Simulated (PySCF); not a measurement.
A PySCF script (with the pyscf-properties extension) for the NMR shieldings of C₆H₁₄AlNO, on a GFN2-xTB geometry:

```python
import basis_set_exchange as bse
import numpy as np
from pyscf import gto, dft
from pyscf.prop import nmr

atoms = """
C     0.379635    2.329250    0.787898
O     1.097139    1.196159    0.358409
C     0.346664    0.016076   -0.097130
C     1.168995   -0.826827   -0.728746
C     0.695811   -2.153505   -1.256693
Al    2.689131    0.431557   -0.266250
N    -1.011096    0.100418    0.203689
C    -1.415969   -0.377583    1.511778
C    -1.941507   -0.232928   -0.853572
H     1.089751    3.152861    0.836445
H    -0.057199    2.167691    1.776726
H    -0.415971    2.570367    0.080146
H    -0.118165   -2.568465   -0.662244
H     0.350408   -2.042354   -2.285313
H     1.518495   -2.864519   -1.260178
H     3.253849    1.411220   -1.333761
H     3.508188    0.121316    1.022002
H    -1.626794   -1.455468    1.509087
H    -2.319778    0.150797    1.822684
H    -0.623487   -0.187569    2.232762
H    -2.879698    0.293829   -0.664352
H    -1.535221    0.101155   -1.805558
H    -2.157936   -1.306495   -0.917753
"""
names = dict.fromkeys(["C", "O", "Al", "N", "H"], "pcSseg-1")
basis = {el: gto.basis.parse(bse.get_basis(n, elements=[el], fmt="nwchem")) for el, n in names.items()}
mol = gto.M(atom=atoms, basis=basis, charge=0, verbose=0)
mf = dft.RKS(mol, xc="PBE0")
mf.grids.level = 2
mf.grids.alignment = dft.numint.BLKSIZE   # the property module wants whole blocks of grid points
mf.conv_tol = 1e-9
mf.kernel()

calc = nmr.RKS(mf)   # GIAO
C = mf.mo_coeff
Co = C[:, mf.mo_occ > 0]
resp = mf.gen_response(singlet=True, hermi=2)
def vind(x):   # induced exchange potential for any number of trial vectors
    d = np.einsum("pi,xij,qj->xpq", C, 2 * x.reshape(-1, C.shape[1], Co.shape[1]), Co, optimize=True)
    return np.einsum("xpq,pi,qj->xij", resp(d - d.transpose(0, 2, 1)), C, Co, optimize=True).ravel()
mo1, _ = nmr.rhf.solve_mo1(calc, with_cphf=vind)
sigma = calc.kernel(mo1)
for i, s in enumerate(sigma):   # ppm
    w = np.linalg.eigvalsh((s + s.T) / 2)
    print("%2d %-2s iso %8.1f  s11 %8.1f  s22 %8.1f  s33 %8.1f" % (i, mol.atom_pure_symbol(i), w.mean(), *w))
```

**Question.** What are the results?

**Answer.** 
```
 0 C  iso    134.1  s11    103.7  s22    118.6  s33    180.2
 1 O  iso    263.0  s11    204.0  s22    209.7  s33    375.3
 2 C  iso     21.2  s11    -90.0  s22     42.7  s33    110.8
 3 C  iso     52.7  s11    -42.0  s22     42.8  s33    157.4
 4 C  iso    172.6  s11    163.2  s22    171.9  s33    182.7
 5 Al iso    413.9  s11    381.0  s22    417.5  s33    443.3
 6 N  iso    210.0  s11    172.5  s22    191.5  s33    266.0
 7 C  iso    143.7  s11    120.5  s22    125.8  s33    184.7
 8 C  iso    141.1  s11    118.0  s22    123.0  s33    182.3
 9 H  iso     28.1  s11     24.0  s22     26.2  s33     34.2
10 H  iso     28.4  s11     24.2  s22     26.8  s33     34.2
11 H  iso     27.8  s11     23.8  s22     26.7  s33     32.8
12 H  iso     29.6  s11     24.4  s22     30.6  s33     33.9
13 H  iso     29.7  s11     25.7  s22     28.0  s33     35.3
14 H  iso     29.8  s11     25.1  s22     27.8  s33     36.4
15 H  iso     27.4  s11     24.4  s22     25.5  s33     32.3
16 H  iso     27.3  s11     24.3  s22     25.6  s33     32.2
17 H  iso     28.8  s11     24.1  s22     27.4  s33     34.8
18 H  iso     29.1  s11     24.8  s22     26.5  s33     36.1
19 H  iso     28.9  s11     24.7  s22     27.9  s33     34.0
20 H  iso     28.8  s11     23.9  s22     26.7  s33     35.9
21 H  iso     28.6  s11     25.4  s22     26.4  s33     33.9
22 H  iso     28.6  s11     23.9  s22     28.1  s33     33.9
```

These numbers come from an equivalent density-fitted implementation of the same equations, which agrees with the script to about 0.01 ppm for H and up to a few tenths of a ppm for heavy atoms, so last digits may differ.

Size and cost of the density-fitted run: 230 basis functions, 2.5 min wall time on 1 thread of an Intel Xeon, shared host; peak memory 1.1 GiB.
